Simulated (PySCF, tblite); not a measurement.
Species: C₅H₄F₂.
SMILES: `C#C[C@@]1(F)C[C@@H]1F`

The calculation used PBE0/def2-SVPD in PySCF (dipole) on a GFN2-xTB geometry, gas phase.

Masses are those of the commonest isotopes; rigid-rotor values at the optimised geometry. 

(1) What are A, B and C (cm⁻¹)?

(2) Classify the top.

(3) What does the inertial defect say?

(4) Give the other two planar moments, Paa and Pbb, and the rms extents of the mass along the axes.

(5) Give the coordinates in the principal-axis frame, origin at the centre of mass.

(6) Where do the levels up to J = 4 lie, in K?

(7) Which lines would a microwave search look for?

(8) Estimate the classical rotational partition function at 10 K, 50 K and 100 K.

## Answers

(1) Ia = 101.25, Ib = 265.85, Ic = 292.62 u·Å²; 505379 MHz·u·Å²/I gives 4991, 1901 and 1727 MHz, that is A = 0.16649, B = 0.06341, C = 0.05761 cm⁻¹.

(2) An asymmetric top. Ray's parameter κ = (2B − A − C)/(A − C) = -0.893; −1 is the prolate and +1 the oblate limit.

(3) Not planar: Δ = Ic − Ia − Ib = -74.48 u·Å². For a rigid frame Δ = −2 Σ m c², so Σ m c² = 37.24 u·Å² lies off the ab plane: 7.53 from hydrogen and 29.71 from heavier atoms. The atom farthest from that plane is 1.83 Å away.

(4) Paa = Σ m a² = (Ib + Ic − Ia)/2 = 228.61 and Pbb = Σ m b² = (Ia + Ic − Ib)/2 = 64.01 u·Å². With the mass M = 102.03 u, the rms extents √(P/M) along a, b and c are 1.50, 0.79, 0.60 Å.

(5) The sense of each axis is arbitrary; atoms in the order of the calculation.
```csv
atom,mass (u),a (Å),b (Å),c (Å)
C1,12.000,2.716,-0.482,0.387
C2,12.000,1.583,-0.196,0.123
C3,12.000,0.238,0.187,-0.177
F4,18.998,0.009,1.527,-0.037
C5,12.000,-0.546,-0.511,-1.263
C6,12.000,-0.896,-0.749,0.172
F7,18.998,-2.056,-0.229,0.642
H8,1.008,3.705,-0.748,0.612
H9,1.008,-1.225,0.115,-1.823
H10,1.008,-0.070,-1.297,-1.827
H11,1.008,-0.674,-1.693,0.657
```

(6) Above 0(0,0), as E/k:
J = 1: 1(0,1) 0.174, 1(1,1) 0.322, 1(1,0) 0.331
J = 2: 2(0,2) 0.522, 2(1,2) 0.662, 2(1,1) 0.687, 2(2,1) 1.132, 2(2,0) 1.133
J = 3: 3(0,3) 1.043, 3(1,3) 1.172, 3(1,2) 1.222, 3(2,2) 1.655, 3(2,1) 1.656, 3(3,1) 2.417, 3(3,0) 2.417
J = 4: 4(0,4) 1.736, 4(1,4) 1.851, 4(1,3) 1.934, 4(2,3) 2.351, 4(2,2) 2.356, 4(3,2) 3.114, 4(3,1) 3.115, 4(4,1) 4.181, 4(4,0) 4.181
Those of J = 1 are B + C, A + C and A + B.

(7) The dipole components are |μa| = 1.34 D, |μb| = 2.32 D, |μc| = 1.08 D. The squared components, which scale the intensities, stand as 0.33 : 1.00 : 0.22 (a : b : c). Some lines, for components of 0.1 D or more:

```json
{"type": "a", "branch": "Q", "J(Ka,Kc)": "2(1,1) ← 2(1,2)", "MHz": "522", "lower level (cm⁻¹)": "0.460"}
{"type": "c", "branch": "Q", "J(Ka,Kc)": "2(1,2) ← 2(0,2)", "MHz": "2924", "lower level (cm⁻¹)": "0.363"}
{"type": "c", "branch": "Q", "J(Ka,Kc)": "1(1,1) ← 1(0,1)", "MHz": "3090", "lower level (cm⁻¹)": "0.121"}
{"type": "b", "branch": "Q", "J(Ka,Kc)": "1(1,0) ← 1(0,1)", "MHz": "3264", "lower level (cm⁻¹)": "0.121"}
{"type": "b", "branch": "Q", "J(Ka,Kc)": "2(1,1) ← 2(0,2)", "MHz": "3445", "lower level (cm⁻¹)": "0.363"}
{"type": "a", "branch": "R", "J(Ka,Kc)": "1(0,1) ← 0(0,0)", "MHz": "3628", "lower level (cm⁻¹)": "0.000"}
{"type": "b", "branch": "R", "J(Ka,Kc)": "2(0,2) ← 1(1,1)", "MHz": "4159", "lower level (cm⁻¹)": "0.224"}
{"type": "b", "branch": "R", "J(Ka,Kc)": "1(1,1) ← 0(0,0)", "MHz": "6718", "lower level (cm⁻¹)": "0.000"}
{"type": "c", "branch": "R", "J(Ka,Kc)": "1(1,0) ← 0(0,0)", "MHz": "6892", "lower level (cm⁻¹)": "0.000"}
{"type": "a", "branch": "R", "J(Ka,Kc)": "2(1,2) ← 1(1,1)", "MHz": "7082", "lower level (cm⁻¹)": "0.224"}
{"type": "a", "branch": "R", "J(Ka,Kc)": "2(1,1) ← 1(1,0)", "MHz": "7430", "lower level (cm⁻¹)": "0.230"}
{"type": "c", "branch": "Q", "J(Ka,Kc)": "2(2,1) ← 2(1,1)", "MHz": "9271", "lower level (cm⁻¹)": "0.478"}
{"type": "b", "branch": "Q", "J(Ka,Kc)": "2(2,0) ← 2(1,1)", "MHz": "9278", "lower level (cm⁻¹)": "0.478"}
{"type": "b", "branch": "R", "J(Ka,Kc)": "2(1,2) ← 1(0,1)", "MHz": "10173", "lower level (cm⁻¹)": "0.121"}
{"type": "c", "branch": "R", "J(Ka,Kc)": "2(1,1) ← 1(0,1)", "MHz": "10694", "lower level (cm⁻¹)": "0.121"}
{"type": "b", "branch": "R", "J(Ka,Kc)": "2(2,1) ← 1(1,0)", "MHz": "16701", "lower level (cm⁻¹)": "0.230"}
{"type": "c", "branch": "R", "J(Ka,Kc)": "2(2,0) ← 1(1,0)", "MHz": "16708", "lower level (cm⁻¹)": "0.230"}
{"type": "c", "branch": "R", "J(Ka,Kc)": "2(2,1) ← 1(1,1)", "MHz": "16875", "lower level (cm⁻¹)": "0.224"}
{"type": "b", "branch": "R", "J(Ka,Kc)": "2(2,0) ← 1(1,1)", "MHz": "16882", "lower level (cm⁻¹)": "0.224"}
```

(8) Point group C1, symmetry number σ = 1; q = (√π/σ)·√((kT/h)³/(ABC)), k/h = 20836.6 MHz/K: 1320 at 10 K, 14700 at 50 K, 41600 at 100 K.

Its GFN2-xTB frequencies are all real (lowest 123 cm⁻¹). Constants of a rigid frame at the computed geometry: no zero-point averaging, no centrifugal distortion.
